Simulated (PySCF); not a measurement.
## Removal energies of In²¹⁺ from EOM-IP-GCCSD

Reference: closed-shell In²¹⁺, [Ar] 3d10; one electron is removed. Calculated with PySCF 2.14, two-component X2C-1e with screened spin-orbit coupling, an uncontracted even-tempered set (19 s from 0.82 bohr⁻², ratio 2.6; 15 p from 1.1 bohr⁻², ratio 2.6; 10 d from 1.1 bohr⁻², ratio 2.6; 6 f from 1.1 bohr⁻², ratio 2.8); frozen [Ar]; the 100 highest virtual spinors dropped; of the others 70 kept and the rest restored at second order. No Breit or QED terms. Binding energies in eV.

```tsv
level	Koopmans	second order	EOM-CCSD
3d3/2	1056.4	1055.3	1055.5
3d5/2	1048.0	1047.0	1047.2
```

For comparison, the ionisation energy of In²¹⁺ is 1043 ± 4 eV (theoretical estimate listed by NIST; NIST Atomic Spectra Database, ionization energies).
